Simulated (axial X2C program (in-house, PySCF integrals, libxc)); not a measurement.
The numbers below are computed, except where a source is named.
**TaP: input and output**

Program: an axial X2C code built on PySCF integrals.

The run was started with this input:
```json
{"zs": [73, 15], "q": 0, "bas": ["dyall-cv3z", "dyall-v3z"], "levels": ["PBE0", "HF", "PW91"], "cc": true, "r0": 2.28, "thr": -2.0, "nmax": 110, "npts": 10, "nst": 2, "ntry": 8}
```
```bash
python so2c.py task.json out
```

Keys: zs atomic numbers; q charge; bas basis sets; levels methods; cc coupled cluster on or off; r0 starting distance in Å; thr threshold in hartree for freezing inner shells (an s shell follows its p shell); nmax most natural virtual spinors; npts points on the curve; nst determinants followed; ntry starts of the search. HF also brings MP2.

Output of the HF step, without spin–orbit coupling, at R = 2.148 Å for the state M_S = 1, Λ = 2. It starts from PBE0 orbitals of this distance.

```
spin-free X2C-1e  HF
basis functions 231  fitting functions 1197  grid points 5078
iter        total energy     max residual
   1     -15941.703441530     5.45e-01
   2     -15941.752497318     2.49e-02
   3     -15941.755536842     2.63e-02
   4     -15941.759614556     6.06e-03
   5     -15941.761480108     6.78e-03
   6     -15941.763533556     5.34e-03
   7     -15941.764978010     5.32e-03
   8     -15941.768886460     3.04e-03
   9     -15941.770758010     1.26e-03
  10     -15941.770624726     2.13e-03
  11     -15941.771065765     1.33e-03
  12     -15941.771235276     1.01e-03
  13     -15941.771396748     7.58e-04
  14     -15941.771490714     3.32e-04
  15     -15941.771519618     1.67e-04
  16     -15941.771523066     1.31e-04
  17     -15941.771524196     6.32e-05
  18     -15941.771524474     4.54e-05
  19     -15941.771524684     2.70e-05
  20     -15941.771524802     1.11e-05
  21     -15941.771524828     5.82e-06
  22     -15941.771524835     2.30e-06
  23     -15941.771524837     3.24e-06
  24     -15941.771524837     2.52e-06
converged
one-electron -22433.03377833  Coulomb 6560.09748191  exact exchange -338.59735410  xc functional 0.00000000  nuclear repulsion 269.76212568
correlated 18  virtual 286  natural virtual 110  E(MP2) -0.476921657  MP2 remainder -0.030806756
iter   CCSD correlation   residual
   1     -0.439336089   1.93e-01
   2     -0.453177809   1.11e-01
   3     -0.462771912   6.52e-02
   4     -0.466667642   4.15e-02
   5     -0.469870240   2.27e-02
   6     -0.470492250   7.78e-03
   7     -0.470659125   3.18e-03
   8     -0.470712329   1.33e-03
   9     -0.470685366   6.43e-04
  10     -0.470701625   2.99e-04
  11     -0.470695851   1.49e-04
  12     -0.470699760   7.58e-05
  13     -0.470698308   4.08e-05
  14     -0.470697590   1.97e-05
  15     -0.470696854   1.11e-05
  16     -0.470696310   5.97e-06
  17     -0.470696058   2.86e-06
  18     -0.470695980   1.48e-06
  19     -0.470695916   7.68e-07
  20     -0.470695917   4.06e-07
(T) -0.028138455  T1 0.0927  D1 0.2096  max T2 0.065
```
Energies are in hartree; totals compare only within one Hamiltonian and basis. T1 is large, a sign of multireference character or of a spin-contaminated reference. T1 in the output is the amplitude norm over the root of the electron number; divide by √2 for the Lee–Taylor value. The determinant is spin-polarised beyond a pure state at some levels (its spin-free form has ⟨S²⟩ too high), which makes Re and μ there less reliable.
